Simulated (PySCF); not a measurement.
B(F)(I)(OH) (BFHIO), SMILES B(F)(O)I. Coordinates come from a PBE-D3(BJ)/def2-SVP optimisation. The def2 effective core potentials stand for the cores of I; spin–orbit coupling is left out. One conformer was computed; it need not be the lowest.

Question: Give the equilibrium geometry at PBE-D3(BJ)/def2-SVP (PySCF confirms it by a frequency run) as a Z-matrix, and its point group. (An estimate is asked for; the answer gives what the named calculation found.)

Answer: This is not unique; one that fits is point group Cs.
```
B
F 1 1.3375
O 1 1.3503 2 121.87
H 3 0.9777 1 111.88 2 0.00
I 1 2.1468 2 119.16 3 180.00
```
